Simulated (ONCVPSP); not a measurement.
## Reading a pseudo-wave (Ne)

Columns: radius, all-electron u(r) and pseudo u(r) of the 2p shell (level -54.95 eV) of neon in the configuration [He] 2s2 2p4; LDA (Perdew-Wang 92), non-relativistic, ONCV scheme, ONCVPSP 4.0.1.

```tsv
r (bohr)	all-electron	pseudo
0.057	0.0818	0.0351
0.115	0.2540	0.1367
0.172	0.4424	0.2865
0.230	0.6200	0.4678
0.288	0.7687	0.6540
0.345	0.8828	0.8204
0.402	0.9658	0.9548
0.460	1.0214	1.0508
0.518	1.0519	1.1044
0.575	1.0618	1.1208
0.632	1.0558	1.1094
0.690	1.0367	1.0784
0.747	1.0084	1.0368
0.805	0.9723	0.9890
0.862	0.9320	0.9405
0.920	0.8875	0.8910
0.977	0.8419	0.8430
1.035	0.7945	0.7947
1.092	0.7478	0.7478
1.150	0.7008	0.7008
1.208	0.6549	0.6549
1.265	0.6113	0.6113
1.322	0.5692	0.5692
1.380	0.5283	0.5283
1.438	0.4894	0.4894
1.495	0.4531	0.4531
```

**Question.** How many radial nodes do the two functions have?

**Answer.** The all-electron 2p function has n − l − 1 = 0; the pseudo-wave has 0.

**Question.** At about which radius was the pseudo-wave matched?

**Answer.** 1.15 bohr. The columns agree to 0.0005 from 1.03 bohr on; several derivatives are matched, so the curves merge somewhat inside the radius.

**Question.** Is the pseudo-wave norm-conserving?

**Answer.** Yes: the ONCV scheme keeps the norm inside the radius equal to the all-electron one, which fixes the energy derivative of the logarithmic derivative at the level.
